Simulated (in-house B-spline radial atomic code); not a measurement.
A calculation on C³⁺: its settings, and results tabulated from the run. Computed with a B-spline radial code for spherical atoms: scalar-relativistic (X2C) Hartree-Fock, spin-polarised, averaged over the determinants with the given up and down occupations, Fermi nucleus of rms radius 2.4702 fm, inside a hard spherical wall at 5.04 bohr.

Command:
```bash
python run_scf.py task.json out
```
Settings (nuclear radius in fm, mass in u):
```
Z                6
configuration    [He] 2p1
hamiltonian      x2c
method           hf
spin_polarised   True
nucleus          fermi
rms_radius       2.4702
atomic_mass      12.0
speed_of_light   137.035999084
wall_radius      5.04
```

Output (hartree, bohr):
```
 radial grid: 65 intervals, B-splines of order 8, outer radius 5.04 bohr

 iter        energy (Eh)    residual
    1        -33.8647038    2.82e-01
    2        -34.4418408    1.49e-02
    3        -34.4432340    8.22e-03
    4        -34.4436278    4.54e-03
    5        -34.4437845    4.56e-04
    6        -34.4437855    1.32e-05
    7        -34.4437855    8.95e-07
    8        -34.4437855    7.15e-08

 total energy                      -34.443785
 kinetic                             34.47241
 electron-nucleus                   -74.47373
 electron-electron                    5.55754

 orbital      occ     eigenvalue          <r>       <r^2>       <1/r>     <1/r^2>       r_max
 1s up      1.000      -13.42722     0.268435   0.0972526     5.67158      65.747      0.1741
 1s down    1.000      -13.38934     0.267064   0.0960468     5.69058     66.0945      0.1738
 2p up      1.000       -2.06968      1.19374     1.72154      1.0596     1.52858      0.9471
```

Cost of the run: 0.08 s on 1 thread of Arm Neoverse V2 (shared host).
